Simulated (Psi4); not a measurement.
C₂H₇OSi, doublet, geometry from GFN2-xTB; Psi4 with B3LYP/def2-SVP.

Here is a job for Psi4.
```
memory 2 GB

molecule {
0 2
C    -1.25117299   -1.14189568   -0.08340094
Si   -0.05201846    0.40660041   -0.28931395
C     1.52901773   -0.73370817   -0.00961272
O    -0.23588869    1.46340425    0.79243281
H    -1.03290529   -1.90381264   -0.81733669
H    -1.16645880   -1.53241009    0.91999748
H    -2.23728515   -0.72883310   -0.24052025
H    -0.06203034    0.73298104   -1.71758477
H     1.50806457   -1.13973666    0.99098121
H     2.36169124   -0.05361154   -0.11846018
H     1.57722329   -1.52059366   -0.74806204
}

set {
  basis def2-svp
  reference uks
  scf_type dfdirj+cosx
}

energy('b3lyp')
print_variables()
```

The log (banner, timings and long lists left out):

```
   => Loading Basis Set <=

    Name: DEF2-SVP
    Role: ORBITAL
    Keyword: BASIS

         ---------------------------------------------------------
                                   SCF
               by Justin Turney, Rob Parrish, Andy Simmonett
                          and Daniel G. A. Smith
                              UKS Reference
         ---------------------------------------------------------

  ==> Geometry <==

    Molecular point group: c1
    Full point group: C1

    Geometry (in Angstrom), charge = 0, multiplicity = 2:

       Center              X                  Y                   Z               Mass
    ------------   -----------------  -----------------  -----------------  -----------------
         C           -1.238664372910    -1.222948251704    -0.106327281621    12.000000000000
         SI          -0.039509842910     0.325547838296    -0.312240291621    27.976926534650
         C            1.541526347090    -0.814760741704    -0.032539061621    12.000000000000
         O           -0.223380072910     1.382351678296     0.769506468379    15.994914619570
         H           -1.020396672910    -1.984865211704    -0.840263031621     1.007825032230
         H           -1.153950182910    -1.613462661704     0.897071138379     1.007825032230
         H           -2.224776532910    -0.809885671704    -0.263446591621     1.007825032230
         H           -0.049521722910     0.651928468296    -1.740511111621     1.007825032230
         H            1.520573187090    -1.220789231704     0.968054868379     1.007825032230
         H            2.374199857090    -0.134664111704    -0.141386521621     1.007825032230
         H            1.589731907090    -1.601646231704    -0.770988381621     1.007825032230

  Running in c1 symmetry.

  Rotational constants: A =      0.21107  B =      0.18731  C =      0.11945 [cm^-1]
  Rotational constants: A =   6327.73760  B =   5615.37165  C =   3580.96527 [MHz]
  Nuclear repulsion =  170.160083828408943

  Charge       = 0
  Multiplicity = 2
  Electrons    = 41
  Nalpha       = 21
  Nbeta        = 20

  ==> Algorithm <==

  SCF Algorithm Type is DFDIRJ+COSX.
  DIIS enabled.
  MOM disabled.
  Fractional occupation disabled.
  Guess Type is SAD.
  Energy threshold   = 1.00e-06
  Density threshold  = 1.00e-06
  Integral threshold = 1.00e-12

  ==> Primary Basis <==

  Basis Set: DEF2-SVP
    Blend: DEF2-SVP
    Number of shells: 47
    Number of basis functions: 95
    Number of Cartesian functions: 99
    Spherical Harmonics?: true
    Max angular momentum: 2

  ==> DFT Potential <==

   => LibXC <=

    Version 7.1.2
    S. Lehtola, C. Steigemann, M. J. T. Oliveira, and M. A. L. Marques,  SoftwareX 7, 1–5 (2018) (10.1016/j.softx.2017.11.002)

   => Composite Functional: B3LYP <=

    B3LYP Hyb-GGA Exchange-Correlation Functional

    P. J. Stephens, F. J. Devlin, C. F. Chabalowski, and M. J. Frisch,  J. Phys. Chem. 98, 11623 (1994) (10.1021/j100096a001)

    Deriv               =              1
    GGA                 =           TRUE
    Meta                =          FALSE

    Exchange Hybrid     =           TRUE
    MP2 Hybrid          =          FALSE

   => Exchange Functionals <=

    0.0800   Slater exchange
    0.7200         Becke 88

   => Exact (HF) Exchange <=

    0.2000               HF

   => Correlation Functionals <=

    0.1900   Vosko, Wilk & Nusair (VWN5_RPA)
    0.8100   Lee, Yang & Parr

   => LibXC Density Thresholds  <==

    XC_HYB_GGA_XC_B3LYP:  1.00E-15

   => Molecular Quadrature <=

    Radial Scheme          =       TREUTLER
    Pruning Scheme         =           NONE
    Nuclear Scheme         =       TREUTLER

    Blocking Scheme        =         OCTREE
    BS radius alpha        =              1
    Pruning alpha          =              1
    Radial Points          =             75
    Spherical Points       =            302
    Total Points           =         236229
    Total Blocks           =           1783
[...]
   -------------------------
     A         95      95
   -------------------------
    Total      95      95
   -------------------------

  ==> Iterations <==

                        Total Energy        Delta E     RMS |[F,P]|

   @UKS iter SAD:  -444.17759133630136   -4.44178e+02   0.00000e+00
   @UKS iter   1:  -444.30088883977947   -1.23298e-01   1.11711e-02 DIIS/ADIIS
   @UKS iter   2:  -443.22237447417524    1.07851e+00   1.87349e-02 DIIS/ADIIS
   @UKS iter   3:  -444.71346415319994   -1.49109e+00   5.97911e-03 DIIS/ADIIS
   @UKS iter   4:  -444.81334845936954   -9.98843e-02   4.46874e-03 DIIS/ADIIS
   @UKS iter   5:  -444.89891938736685   -8.55709e-02   5.66627e-04 DIIS/ADIIS
   @UKS iter   6:  -444.90015380058946   -1.23441e-03   3.05341e-04 DIIS/ADIIS
   @UKS iter   7:  -444.90060019657057   -4.46396e-04   6.85916e-05 DIIS
   @UKS iter   8:  -444.90062604278984   -2.58462e-05   3.48503e-05 DIIS
   @UKS iter   9:  -444.90063249372849   -6.45094e-06   1.25308e-05 DIIS
   @UKS iter  10:  -444.90063331448818   -8.20760e-07   3.93924e-06 DIIS
   @UKS iter  11:  -444.90063338663913   -7.21510e-08   5.11270e-07 DIIS
  Energy and wave function converged with early screening.
  Continuing SCF iterations with tighter screening.

   @UKS iter  12:  -444.90167549306011   -1.04211e-03   4.20773e-05 DIIS
  Energy and wave function converged.

  ==> Post-Iterations <==

   Electrons on quadrature grid:
      Nalpha   =   21.0000017840 ; deviation = 1.784e-06
      Nbeta    =   20.0000020662 ; deviation = 2.066e-06
      Ntotal   =   41.0000038502 ; deviation = 3.850e-06

   @Spin Contamination Metric:   1.064922246E-02
   @S^2 Expected:                7.500000000E-01
   @S^2 Observed:                7.606492225E-01
   @S   Expected:                5.000000000E-01
   @S   Observed:                5.000000000E-01

    Orbital Energies [Eh]
    ---------------------

    Alpha Occupied:

[...]
    Alpha Virtual:

[...]
    Beta Occupied:

[...]
    Beta Virtual:

[...]
    Final Occupation by Irrep:
              A
    DOCC [    20 ]
    SOCC [     1 ]
    NA   [    21 ]
    NB   [    20 ]

  @UKS Final Energy:  -444.90167549306011

   => Energetics <=

    Nuclear Repulsion Energy =            170.1600838284089434
    One-Electron Energy =                -949.4263577785882262
    Two-Electron Energy =                 369.0965606587287766
    DFT Exchange-Correlation Energy =     -34.7319622016095693
    Empirical Dispersion Energy =           0.0000000000000000
    VV10 Nonlocal Energy =                  0.0000000000000000
    Total Energy =                       -444.9016754930601110

  UHF NO Occupations:
  HONO-2 :   19  A 1.9993974
  HONO-1 :   20  A 1.9958390
  HONO-0 :   21  A 1.0000000
  LUNO+0 :   22  A 0.0041610
  LUNO+1 :   23  A 0.0006026
  LUNO+2 :   24  A 0.0002067
  LUNO+3 :   25  A 0.0001633

Computation Completed

Properties will be evaluated at   0.000000,   0.000000,   0.000000 [a0]

Properties computed using the SCF density matrix

 Multipole Moments:

 ------------------------------------------------------------------------------------
     Multipole            Electronic (a.u.)      Nuclear  (a.u.)        Total (a.u.)
 ------------------------------------------------------------------------------------

 L = 1.  Multiply by 2.5417464519 to convert [e a0] to [Debye]
 Dipole X            :         -0.8199625            0.9691523            0.1491898
 Dipole Y            :          5.3415681           -6.2798537           -0.9382856
 Dipole Z            :          1.3436096           -1.7763048           -0.4326952
 Magnitude           :                                                    1.0439648

 ------------------------------------------------------------------------------------

  Variable Map:
  ----------------------------------------------------------------------------
[...]
  Array Variable Map:
  ----------------------------------------------------------------------------
[...]
[...]
```
